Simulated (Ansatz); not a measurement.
Process, species as SMILES: OB(O)Cl → [O-]B(O)Cl + H+
Each molecule is optimised on its own at B3LYP-D3(BJ)/def2-TZVP (Ansatz, a program for electronic structure), one conformer each, not searched for the lowest.

Wanted: gas-phase deprotonation energy (electronic energy difference), in kcal/mol. Valence correlation only, unless marked. Spin-orbit coupling is left out. No relativistic terms. Anions need diffuse functions: aug- sets have them; def2-D sets add few; the other sets have none. Basis-set limits of correlation are two-point, X^-3; Hartree-Fock from the larger set. [CCSD(T)-MP2]/basis is that difference in the basis named.

```
level             program  gas-phase deprotonation energy (kcal/mol)
----------------  -------  -----------------------------------------
HF/cc-pVTZ         Ansatz                                      357.0
SVWN5/def2-TZVPD   Ansatz                                      338.6
```

Problem. What does RI-MP2/CBS(aug-cc-pV(T+d)Z,aug-cc-pV(Q+d)Z)+[CCSD(T)-MP2]/aug-cc-pV(T+d)Z (Ansatz) give?

Solution. 347.1 kcal/mol
